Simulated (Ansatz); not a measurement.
Ansatz (a quantum-chemistry and plane-wave program) input (B3LYP-D3(BJ)/def2-TZVP):

Ansatz 0.2 input:
```yaml
crystal:
  periodic: [false, false, false]
  atoms:
    - {symbol: F, position_ang: [-0.83047028, -1.02838877, -0.01000262]}
    - {symbol: C, position_ang: [-0.12456415, 0.01361693, -0.00829676]}
    - {symbol: F, position_ang: [-0.76667463, 1.09581809, -0.03623017]}
    - {symbol: Br, position_ang: [1.65461695, -0.03957818, 0.03099753]}
basis:
  gaussian:
    orbitals: def2-TZVP
hamiltonian:
  xc: b3lyp
  dispersion: d3bj
total_charge: 1
relax: {f_tol: 0.002, max_steps: 150}
```

Output:

```
Functional definition: B3LYP
integrals: 0.05 GiB planned
905 factors; their error is unknown
mean field: 0.53 GiB planned
mean field evaluation 1: about -76500.5970 eV, gradient 7.6e1 eV
mean field evaluation 2: about -76480.1688 eV, gradient 1.3e2 eV
mean field evaluation 4: about -76509.4784 eV, gradient 1.3e1 eV
mean field evaluation 8: about -76510.2051 eV, gradient 4.1e-1 eV
mean field evaluation 16: about -76510.2052 eV, gradient 3.9e-5 eV
mean field -76510.20521861 eV, -2811.6981813042 hartree, gradient 3.9e-5 eV, S^2 0.000000; 0 other end points of the search recorded, 0 dependent functions left out
the calculation of the forces begins
reference -76510.20539735 eV, -2811.6981878729 hartree; 29, 29 occupied and 112, 112 virtual orbitals, 905 factors
relax step   1: F+E_penalty+E_count = -76510.31712811 eV  Δ(F+E_penalty+E_count) = +0.000e0 eV  max|allowed force component| = 3.519e-1 eV/Å  Δτ_max = 0.0000 Å  (28 SCF iters, accepted)
these checks for a lower state are left out or cut short: starts, cluster_reference, orbital_swaps, neighbouring_geometries, increment
integrals: 0.05 GiB planned
905 factors; their error is unknown
mean field: 0.53 GiB planned
mean field -76510.20630508 eV, -2811.6982212314 hartree, gradient 1.9e-5 eV, S^2 0.000000; 0 other end points of the search recorded, 0 dependent functions left out
the calculation of the forces begins
reference -76510.20648386 eV, -2811.6982278014 hartree; 29, 29 occupied and 112, 112 virtual orbitals, 905 factors
relax step   2: F+E_penalty+E_count = -76510.31819750 eV  Δ(F+E_penalty+E_count) = -1.069e-3 eV  max|allowed force component| = 1.756e-1 eV/Å  Δτ_max = 0.0021 Å  (33 SCF iters, accepted)
these checks for a lower state are left out or cut short: starts, cluster_reference, orbital_swaps, neighbouring_geometries, increment
integrals: 0.05 GiB planned
905 factors; their error is unknown
mean field: 0.53 GiB planned
mean field -76510.20656448 eV, -2811.6982307639 hartree, gradient 1.9e-5 eV, S^2 0.000000; 0 other end points of the search recorded, 0 dependent functions left out
the calculation of the forces begins
reference -76510.20674337 eV, -2811.6982373379 hartree; 29, 29 occupied and 112, 112 virtual orbitals, 905 factors
relax step   3: F+E_penalty+E_count = -76510.31843637 eV  Δ(F+E_penalty+E_count) = -2.389e-4 eV  max|allowed force component| = 5.363e-2 eV/Å  Δτ_max = 0.0029 Å  (32 SCF iters, accepted)
these checks for a lower state are left out or cut short: starts, cluster_reference, orbital_swaps, neighbouring_geometries, increment
integrals: 0.05 GiB planned
905 factors; their error is unknown
mean field: 0.53 GiB planned
mean field evaluation 32: about -76509.8424 eV, gradient 4.3e-1 eV
mean field -76510.20661840 eV, -2811.6982327457 hartree, gradient 1.9e-5 eV, S^2 0.000000; 0 other end points of the search recorded, 0 dependent functions left out
the calculation of the forces begins
reference -76510.20679724 eV, -2811.6982393178 hartree; 29, 29 occupied and 112, 112 virtual orbitals, 905 factors
relax step   4: F+E_penalty+E_count = -76510.31849828 eV  Δ(F+E_penalty+E_count) = -6.190e-5 eV  max|allowed force component| = 6.813e-3 eV/Å  Δτ_max = 0.0011 Å  (33 SCF iters, accepted)
these checks for a lower state are left out or cut short: starts, cluster_reference, orbital_swaps, neighbouring_geometries, increment
integrals: 0.05 GiB planned
905 factors; their error is unknown
mean field: 0.53 GiB planned
mean field -76510.20662550 eV, -2811.6982330065 hartree, gradient 1.9e-5 eV, S^2 0.000000; 0 other end points of the search recorded, 0 dependent functions left out
the calculation of the forces begins
reference -76510.20680434 eV, -2811.6982395788 hartree; 29, 29 occupied and 112, 112 virtual orbitals, 905 factors
relax step   5: F+E_penalty+E_count = -76510.31849894 eV  Δ(F+E_penalty+E_count) = -6.689e-7 eV  max|allowed force component| = 8.027e-3 eV/Å  Δτ_max = 0.0003 Å  (34 SCF iters, accepted)
these checks for a lower state are left out or cut short: starts, cluster_reference, orbital_swaps, neighbouring_geometries, increment
integrals: 0.05 GiB planned
905 factors; their error is unknown
mean field: 0.53 GiB planned
mean field -76510.20662439 eV, -2811.6982329655 hartree, gradient 1.9e-5 eV, S^2 0.000000; 0 other end points of the search recorded, 0 dependent functions left out
the calculation of the forces begins
reference -76510.20680323 eV, -2811.6982395379 hartree; 29, 29 occupied and 112, 112 virtual orbitals, 905 factors
relax step   6: F+E_penalty+E_count = -76510.31849982 eV  Δ(F+E_penalty+E_count) = -8.718e-7 eV  max|allowed force component| = 1.431e-5 eV/Å  Δτ_max = 0.0001 Å  (34 SCF iters, accepted)
integrals: 0.05 GiB planned
905 factors; their error is unknown
mean field: 0.53 GiB planned
mean field evaluation 64: about -76509.8301 eV, gradient 2.8e0 eV
mean field -76510.20662439 eV, -2811.6982329655 hartree, gradient 1.9e-5 eV, S^2 0.000000; 1 other end points of the search recorded, 0 dependent functions left out
the calculation of the forces begins
reference -76510.20680323 eV, -2811.6982395379 hartree; 29, 29 occupied and 112, 112 virtual orbitals, 905 factors
Total energy: -76510.31867866 eV, -2811.7023508841 hartree
Atom 0 at    -0.830907    -1.025428    -0.010064 Å, force     0.000009     0.000004     0.000000 eV/Å
Atom 1 at    -0.127581     0.013673    -0.008327 Å, force    -0.000014     0.000002    -0.000001 eV/Å
Atom 2 at    -0.767131     1.092839    -0.036215 Å, force     0.000007    -0.000005     0.000000 eV/Å
Atom 3 at     1.658527    -0.039616     0.031075 Å, force    -0.000002    -0.000001     0.000000 eV/Å
Dipole moment:    -0.117628     0.003509    -0.002595 e Å
```
